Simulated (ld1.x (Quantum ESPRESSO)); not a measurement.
## Transferability test, TM potential for beryllium (Be)

beryllium, norm-conserving Troullier–Martins (Kleinman–Bylander form), made with ld1.x (Quantum ESPRESSO) 7.5 (PBE, non-relativistic). Core [He], reference 2s1.75 2p0 (charge +0.25). Waves: 2s (bound): rc 2.25 bohr; 3d channel at 0.2 Ry: rc 3.35 bohr; 2p (bound, empty): rc 3.60 bohr. Local part: the p channel. Core correction: none.

Energies are relative to the spin-unpolarised reference configuration 2s1.75 2p0; without spin polarisation the order of configurations can differ from experiment. The frozen-core shift is the all-electron ΔE with the core orbitals held at their reference shape minus the fully relaxed ΔE.

(1) Give the all-electron excitation energy and the error of the potential for: 2s2 2p0; 2s1 2p0; 2s1.5 2p0; 2s0 2p1; 2s1 2p1; 2s0 2p2.

Levels in the configuration 2s0 2p1:

```
level  all-electron (eV)  pseudo (eV)
   2p             -9.855       -9.937
```

## Answers

(1)

| valence configuration | charge | ΔE all-electron (eV) | error AE − PS (meV) | frozen-core shift (meV) |
| --- | --- | --- | --- | --- |
| 2s2 2p0 | 0 | -1.637 | -0.4 | 0.0 |
| 2s1 2p0 | +1 | 7.912 | +3.3 | +1.0 |
| 2s1.5 2p0 | +0.5 | 2.123 | -0.1 | +0.1 |
| 2s0 2p1 | +1 | 11.819 | -95 | +2.8 |
| 2s1 2p1 | 0 | 1.973 | -0.9 | +0.3 |
| 2s0 2p2 | 0 | 5.610 | -17 | +1.6 |
